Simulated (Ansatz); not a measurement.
Geometry optimisation, RKS PBE/def2-SVP (Ansatz 0.2.0).

input.yaml

```yaml
crystal:
  periodic: [false, false, false]
  atoms:
    - { symbol: C, position_ang: [-1.2271, 0.2336, 1.3883] }
    - { symbol: Si, position_ang: [-0.2913, 0.9101, -0.0693] }
    - { symbol: Si, position_ang: [1.7693, -0.1494, -0.1221] }
    - { symbol: O, position_ang: [-0.9584, 0.9392, -1.4809] }
    - { symbol: P, position_ang: [-1.4297, -0.504, -1.9867] }
    - { symbol: H, position_ang: [-2.2839, 0.7203, 1.373] }
    - { symbol: H, position_ang: [-0.7739, 0.5568, 2.3271] }
    - { symbol: H, position_ang: [-0.58129, 2.04861, 0.76335] }
    - { symbol: H, position_ang: [2.5956, 0.3182, -1.2431] }
    - { symbol: H, position_ang: [2.5505, 0.205, 1.1529] }
    - { symbol: H, position_ang: [1.6279, -1.6284, -0.1384] }
    - { symbol: H, position_ang: [-0.1695, -0.8622, -2.5166] }
basis:
  gaussian: { orbitals: def2-SVP }
hamiltonian:
  xc: pbe
relax:
  f_tol: 0.02
  max_steps: 50
```

Command:

```bash
$ ansatz run input.yaml --threads 2 --pin off --max-ram 3072MiB --backend cpu --events-out ev --progress --plain --runs-dir out
```

Where does it end, and by what steps?

The forces met the threshold. The force dipped under the threshold on the way, but the program's further checks kept it going. After 21 steps the energy has fallen by 4.760 eV; H12 moved furthest, 1.80 Å. Joined: C1–P5 (3.46 → 1.90 Å).

| step | energy less start (eV) | largest force component (eV/Å) | accepted |
| --- | --- | --- | --- |
| 0 | 0.0000 | 4.670 | yes |
| 1 | -0.9668 | 3.044 | yes |
| 2 | -1.5030 | 0.967 | yes |
| 3 | -1.7982 | 0.442 | yes |
| 4 | -2.0720 | 0.527 | yes |
| 5 | -2.3868 | 0.761 | yes |
| 6 | -2.7617 | 0.967 | yes |
| 7 | -3.2402 | 1.108 | yes |
| 8 | -3.8405 | 0.964 | yes |
| 9 | -4.2970 | 0.880 | yes |
| 10 | -4.5276 | 0.599 | yes |
| 11 | -4.6524 | 0.593 | yes |
| 12 | -4.7184 | 0.474 | yes |
| 13 | -4.7452 | 0.158 | yes |
| 14 | -4.7035 | 1.009 | no |
| 15 | -4.7531 | 0.075 | yes |
| 16 | -4.7565 | 0.075 | yes |
| 17 | -4.7575 | 0.074 | yes |
| 18 | -4.7588 | 0.041 | yes |
| 19 | -4.7597 | 0.010 | yes |
| 20 | -4.7601 | 0.015 | yes |
| 21 | -4.7602 | 0.019 | yes |

```xyz
12
Properties=species:S:1:pos:R:3
C -1.444 0.116 0.710
Si -0.047 1.124 -0.107
Si 2.087 0.113 -0.042
O -0.839 0.914 -1.622
P -2.020 -0.221 -1.074
H -2.187 0.729 1.260
H -1.182 -0.774 1.314
H 0.037 2.582 0.269
H 3.028 0.777 -1.011
H 2.662 0.231 1.347
H 1.983 -1.350 -0.390
H -1.250 -1.453 -1.206
```

Whether the end is a true minimum wasn't checked by a vibrational analysis.

Time of the run: 25 s on 2 threads of AMD EPYC 9R45 96-Core Processor (Zen 5), with other jobs on the host, peak memory 0.26 GiB.
